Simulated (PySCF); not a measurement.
From one molecule to another.

First species: C2H6S2.
SMILES with atom numbers: `[CH3:1][S:2][S:3][CH3:4]` (hydrogens: H5, H6, H7 on C1; H8, H9, H10 on C4)

Second species: C₈H₁₃N.
SMILES with atom numbers: `[CH2:1]=[CH:2][C:3](=[CH2:4])[N:5]1[CH2:6][CH2:7][CH2:8][CH2:9]1` (hydrogens: H10, H11 on C1; H12 on C2; H13, H14 on C4; H15, H16 on C6; H17, H18 on C7; H19, H20 on C8; H21, H22 on C9)

Levels: wB97X-D/def2-SVPD for HOMO energy, LUMO energy, HOMO–LUMO gap and static isotropic polarisability; TDDFT wB97X-D/def2-SVPD for lowest singlet excitation; TDA wB97X-D/def2-SVPD for lowest triplet excitation (Tamm–Dancoff); ΔSCF wB97X-D/def2-SVPD for vertical ionisation energy. Geometries: PBE0-D3(BJ)/def2-SVP. Each structure is a single optimised conformer of the isolated species, non-relativistic unless stated; the electronic structure was computed with PySCF and density fitting.

The conformers computed, where there is a choice (atom-mapped SMILES and torsion angles):
- `[CH3:1][S:2][S:3][CH3:4]`: C1–S2–S3–C4 87°

The conformers of `C=CC(=C)N1CCCC1` aren't listed.

```json
{"property": "HOMO energy", "column X": "-8.65 eV", "column Y": "-7.15 eV"}
{"property": "LUMO energy", "column X": "1.16 eV", "column Y": "1.40 eV"}
{"property": "HOMO–LUMO gap", "column X": "9.81 eV", "column Y": "8.55 eV"}
{"property": "lowest singlet excitation", "column X": "4.84 eV", "column Y": "4.54 eV"}
{"property": "lowest triplet excitation (Tamm–Dancoff)", "column X": "4.17 eV", "column Y": "3.21 eV"}
{"property": "static isotropic polarisability", "column X": "68.9 au", "column Y": "105.8 au"}
{"property": "vertical ionisation energy", "column X": "8.98 eV", "column Y": "7.11 eV"}
```

(1) Which column belongs to which species?

(2) How does each property change from the first species to the second?

## Answers

(1) Column X is the first species and column Y the second. The first has 10 atoms and 50 electrons, the second 22 and 68.

(2) HOMO energy +1.50 eV; LUMO energy +0.24 eV; HOMO–LUMO gap -1.26 eV; lowest singlet excitation -0.30 eV; lowest triplet excitation (Tamm–Dancoff) -0.96 eV; static isotropic polarisability +36.9 au; vertical ionisation energy -1.87 eV.

On the first: The ΔSCF ionisation energy exceeds −ε(HOMO) by 0.33 eV with wB97X-D. No computed singlet falls in the visible range (750 to 380 nm, 1.65 to 3.26 eV); S1 lies 1.58 eV above its blue end.

On the second: No computed singlet falls in the visible range (750 to 380 nm, 1.65 to 3.26 eV); S1 lies 1.28 eV above its blue end. The polarisability is 15.68 Å³ as a volume (1 au = 0.148185 Å³), or 1.56 au for each of the 68 electrons.
